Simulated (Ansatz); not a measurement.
Ansatz (a program for electronic structure) input (HF/6-31G*):

Ansatz 0.2 input:
```yaml
crystal:
  periodic: [false, false, false]
  atoms:
    - {symbol: F, position_ang: [-1.05442232, -0.20039617, 0.03177246]}
    - {symbol: C, position_ang: [-0.02386580, 0.42113836, -0.00255972]}
    - {symbol: F, position_ang: [1.07033286, -0.08036274, -0.03006599]}
basis:
  gaussian:
    orbitals: 6-31G*
hamiltonian:
  xc: {name: HF}
total_charge: 1
magnetization: {spin_polarized: true, initial_magnetization: 1}
phonons: {temperatures: {t_min: 298.15, t_max: 298.15, t_step: 100}}
```

Output:

```
Functional definition: HF
integrals: 0.00 GiB planned
432 factors; integrals over basis functions are off by at most 1.9e-4 eV
mean field: 0.09 GiB planned
mean field evaluation 1: about -6425.3975 eV, gradient 3.5e1 eV
mean field evaluation 2: about -6425.4464 eV, gradient 3.5e1 eV
mean field evaluation 4: about -6429.6016 eV, gradient 2.5e0 eV
mean field evaluation 8: about -6429.6932 eV, gradient 1.3e-1 eV
mean field -6429.69355167 eV, -236.2868798212 hartree, gradient 1.7e-5 eV, S^2 0.755296; 0 other end points of the search recorded, 0 dependent functions left out
the calculation of the forces begins
reference -6429.69355167 eV, -236.2868798212 hartree; 12, 11 occupied and 33, 34 virtual orbitals, 432 factors
these checks for a lower state are left out or cut short: stability, starts, cluster_reference, orbital_swaps, neighbouring_geometries, increment
integrals: 0.00 GiB planned
432 factors; integrals over basis functions are off by at most 1.9e-4 eV
mean field: 0.09 GiB planned
mean field evaluation 16: about -6429.6018 eV, gradient 4.0e-1 eV
mean field -6429.69335860 eV, -236.2868727260 hartree, gradient 2.8e-6 eV, S^2 0.755280; 0 other end points of the search recorded, 0 dependent functions left out
the calculation of the forces begins
reference -6429.69335860 eV, -236.2868727260 hartree; 12, 11 occupied and 33, 34 virtual orbitals, 432 factors
these checks for a lower state are left out or cut short: stability, starts, cluster_reference, orbital_swaps, neighbouring_geometries, increment
integrals: 0.00 GiB planned
432 factors; integrals over basis functions are off by at most 1.9e-4 eV
mean field: 0.09 GiB planned
mean field -6429.69336022 eV, -236.2868727855 hartree, gradient 3.2e-6 eV, S^2 0.755312; 0 other end points of the search recorded, 0 dependent functions left out
the calculation of the forces begins
reference -6429.69336022 eV, -236.2868727855 hartree; 12, 11 occupied and 33, 34 virtual orbitals, 432 factors
these checks for a lower state are left out or cut short: stability, starts, cluster_reference, orbital_swaps, neighbouring_geometries, increment
integrals: 0.00 GiB planned
432 factors; integrals over basis functions are off by at most 1.9e-4 eV
mean field: 0.09 GiB planned
mean field evaluation 32: about -6429.6935 eV, gradient 9.5e-5 eV
mean field -6429.69351332 eV, -236.2868784118 hartree, gradient 1.9e-6 eV, S^2 0.755304; 0 other end points of the search recorded, 0 dependent functions left out
the calculation of the forces begins
reference -6429.69351332 eV, -236.2868784118 hartree; 12, 11 occupied and 33, 34 virtual orbitals, 432 factors
these checks for a lower state are left out or cut short: stability, starts, cluster_reference, orbital_swaps, neighbouring_geometries, increment
integrals: 0.00 GiB planned
432 factors; integrals over basis functions are off by at most 1.9e-4 eV
mean field: 0.09 GiB planned
mean field -6429.69351336 eV, -236.2868784131 hartree, gradient 1.3e-6 eV, S^2 0.755288; 0 other end points of the search recorded, 0 dependent functions left out
the calculation of the forces begins
reference -6429.69351336 eV, -236.2868784131 hartree; 12, 11 occupied and 33, 34 virtual orbitals, 432 factors
these checks for a lower state are left out or cut short: stability, starts, cluster_reference, orbital_swaps, neighbouring_geometries, increment
integrals: 0.00 GiB planned
432 factors; integrals over basis functions are off by at most 1.9e-4 eV
mean field: 0.09 GiB planned
mean field -6429.69338196 eV, -236.2868735845 hartree, gradient 2.4e-6 eV, S^2 0.755285; 0 other end points of the search recorded, 0 dependent functions left out
the calculation of the forces begins
reference -6429.69338196 eV, -236.2868735845 hartree; 12, 11 occupied and 33, 34 virtual orbitals, 432 factors
these checks for a lower state are left out or cut short: stability, starts, cluster_reference, orbital_swaps, neighbouring_geometries, increment
integrals: 0.00 GiB planned
432 factors; integrals over basis functions are off by at most 1.9e-4 eV
mean field: 0.09 GiB planned
mean field -6429.69338329 eV, -236.2868736331 hartree, gradient 2.0e-6 eV, S^2 0.755308; 0 other end points of the search recorded, 0 dependent functions left out
the calculation of the forces begins
reference -6429.69338329 eV, -236.2868736331 hartree; 12, 11 occupied and 33, 34 virtual orbitals, 432 factors
Total energy: -6429.69355167 eV, -236.2868798212 hartree
Atom 0 at    -1.054422    -0.200396     0.031772 Å, force     0.000028    -0.000034    -0.000001 eV/Å
Atom 1 at    -0.023866     0.421138    -0.002560 Å, force    -0.000004     0.000071    -0.000000 eV/Å
Atom 2 at     1.070333    -0.080363    -0.030066 Å, force    -0.000024    -0.000037     0.000001 eV/Å
Dipole moment:    -0.017790     0.313931    -0.001908 e Å
Vibrations: 684.75 1498.21 1850.48 cm⁻¹, zero-point energy 0.250041 eV
```

The blocks after the first are displaced geometries, from whose forces the wavenumbers follow.

The dipole moment of an ion depends on the origin.
